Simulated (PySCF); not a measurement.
PySCF 2.14 output of an unrestricted PBE0 calculation on a single atom or ion in aug-cc-pVQZ-PP with ECP28MDF (7s7p5d3f2g, 92 functions), with a scalar-relativistic core potential:

```
SCF conv_tol = 1e-09
number electrons alpha = 12  beta = 9
    C. Adamo and V. Barone.,  J. Chem. Phys. 110, 6158 (1999)
    M. Ernzerhof and G. E. Scuseria.,  J. Chem. Phys. 110, 5029 (1999)
cycle= 1 E= -213.776096132254  delta_E= -0.00476  |g|= 0.0332  |ddm|= 0.538
cycle= 2 E= -213.776229491073  delta_E= -0.000133  |g|= 0.0233  |ddm|= 0.164
cycle= 3 E= -213.77635074125  delta_E= -0.000121  |g|= 0.00104  |ddm|= 0.0519
cycle= 4 E= -213.776351142109  delta_E= -4.01e-07  |g|= 5.57e-05  |ddm|= 0.00509
cycle= 5 E= -213.776351144006  delta_E= -1.9e-09  |g|= 4.68e-06  |ddm|= 0.000179
cycle= 6 E= -213.776351144015  delta_E= -8.61e-12  |g|= 1.93e-07  |ddm|= 1.19e-05
converged SCF energy = -213.776351144015  <S^2> = 3.7516114  2S+1 = 4.0008056
```

The run itself started from symmetry-adapted Hartree-Fock orbitals and held the occupation by maximum overlap, on a logarithmic radial grid, so the iterations belong to that start.

**Question.** Which element, charge and spin multiplicity is this?

**Answer.** Sn⁺ (tin, charge +1), multiplicity 4; the state was [Kr] 4d10 5s1 5p2, high-spin 4P determinant (an excited configuration).

Energies and moments cover only the electrons outside the core potential.
